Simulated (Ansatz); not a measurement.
One change: `[NH2][Sn]([NH2])([NH2])[F]` becomes `[NH2][Sn]([NH2])([F])[F]`.

Ansatz, PBE0-D4/def2-TZVP geometries, multiplicity 1. Each molecule was computed in one conformer, which needn't be the lowest.

Elements past krypton have def2 core potentials.

```csv
property,`[NH2][Sn]([NH2])([NH2])[F]`
size of the dipole moment (PBE/def2-TZVPP) / D,0.55
HOMO–LUMO gap (PBE/def2-TZVPP) / eV,4.60
size of the dipole moment (B3LYP/def2-TZVPP) / D,0.52
size of the dipole moment (ωB97M-V/def2-TZVPP) / D,0.45
HOMO energy (PBE0/def2-TZVPP) / eV,-7.78
LUMO energy (PBE0/def2-TZVPP) / eV,-0.75
```

(1) What does the change do to each property? (Best estimate.)

## Answers

(1) Computed: 
| property | `[NH2][Sn]([NH2])([F])[F]` | shift |
| --- | --- | --- |
| size of the dipole moment (PBE/def2-TZVPP) / D | 2.46 | 1.91 |
| HOMO–LUMO gap (PBE/def2-TZVPP) / eV | 4.38 | -0.22 |
| size of the dipole moment (B3LYP/def2-TZVPP) / D | 2.50 | 1.98 |
| size of the dipole moment (ωB97M-V/def2-TZVPP) / D | 2.43 | 1.98 |
| HOMO energy (PBE0/def2-TZVPP) / eV | -8.34 | -0.56 |
| LUMO energy (PBE0/def2-TZVPP) / eV | -1.46 | -0.71 |

With PBE0 the HOMO falls by 0.56 eV and the LUMO falls by 0.71 eV, so the gap narrows by about 0.15 eV. PBE moves the HOMO by -0.53 eV and ωB97M-V by -0.55 eV. The zero-point energy changes by -61.1 kJ/mol with -6 modes. Dipoles are sizes alone; their direction can turn.

B3LYP here is the variant with VWN-RPA as its local correlation; programs differ in this.
